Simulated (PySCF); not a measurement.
Method: PBE-D3(BJ)/def2-TZVP // CAM-B3LYP-D3(BJ)/def2-SVP (PySCF). All species are isolated molecules in the gas phase. One relaxed conformer stands for a flexible species; it need not be the lowest. Excitations are Tamm–Dancoff values on a coarser integration grid. The basis has no diffuse functions, so Rydberg states are missing or too high.

Reference species (SMILES): `[Br][Sn]([Br])([Br])[Br]` (neutral, multiplicity 1).

S1 excitation (TDA): 3.37 eV
LUMO: -4.38 eV
S1 oscillator strength: 0.000

After one change: the S1 excitation (TDA) rises by 0.25 eV; the LUMO goes up by 1.33 eV; the S1 oscillator strength is nearly the same.

Task: Which change was made? The new species is one of these.
A. `C[O][Sn]([O]C)([O]C)[O]C`
B. `C[O][Sn]([Br])([Br])[O]C` (C–O–Sn–Br torsion -174°, Br–Sn–O–C torsion 65°)
C. `C[O][Sn]([Br])([O]C)[O]C`
D. `C[O][Sn]([Br])([Br])[Br]` (C–O–Sn–Br torsion 61°)

Result: C, `C[O][Sn]([Br])([O]C)[O]C`
